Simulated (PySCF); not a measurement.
**Dipole response of B (boron, neutral)**

[He] 2s2 2p1, 2P determinant. All numbers are calculated (PySCF 2.14, scalar relativity by spin-free X2C-1e, in dyall-acv3z (15s9p4d2f, 76 functions)). Coupled (time-dependent) response in atomic units; α is the mean over directions.

```
 method  mean α (bohr³)         α xx, yy, zz  C₆ (like pair)  S(−4)
    UHF           22.16  20.45, 25.57, 20.45           105.9  424.3
    PBE           23.64  20.70, 29.54, 20.70           116.2  398.3
   PBE0           22.54  20.12, 27.37, 20.12           109.7  339.6
r2SCAN0           22.00  19.90, 26.20, 19.90           109.7  296.5
  M06-L           21.80  19.70, 26.01, 19.70           107.7  293.1
```

S(−4) is the Cauchy moment in α(ω) = α(0) + S(−4) ω² + …

Reference α: 20.5 ± 0.1 bohr³ (recommended; Schwerdtfeger and Nagle, table of static dipole polarizabilities (2023 update)). Published C₆: 99.50 (Chu and Dalgarno (2004); Tang, Norbeck and Certain (1976)).

α(iu) at PBE0:

```json
{"u (hartree)": "0", "α(iu) (bohr³)": "22.54"}
{"u (hartree)": "0.0500", "α(iu) (bohr³)": "21.73"}
{"u (hartree)": "0.100", "α(iu) (bohr³)": "19.73"}
{"u (hartree)": "0.200", "α(iu) (bohr³)": "14.81"}
{"u (hartree)": "0.300", "α(iu) (bohr³)": "10.75"}
{"u (hartree)": "0.500", "α(iu) (bohr³)": "5.999"}
{"u (hartree)": "0.750", "α(iu) (bohr³)": "3.362"}
{"u (hartree)": "1.00", "α(iu) (bohr³)": "2.132"}
{"u (hartree)": "1.50", "α(iu) (bohr³)": "1.077"}
{"u (hartree)": "2.00", "α(iu) (bohr³)": "0.6514"}
{"u (hartree)": "3.00", "α(iu) (bohr³)": "0.3172"}
{"u (hartree)": "5.00", "α(iu) (bohr³)": "0.1284"}
```

A single London oscillator, α(iu) = α/(1 + u²/ω²), gives C₆ = (3/4) ω α². Matching the computed C₆ needs ω = 4 × 109.7 / (3 × 22.54²) = 0.288 hartree.

The components differ because the open shell of this determinant is not spherical; for a pure term their mean is the scalar polarisability.
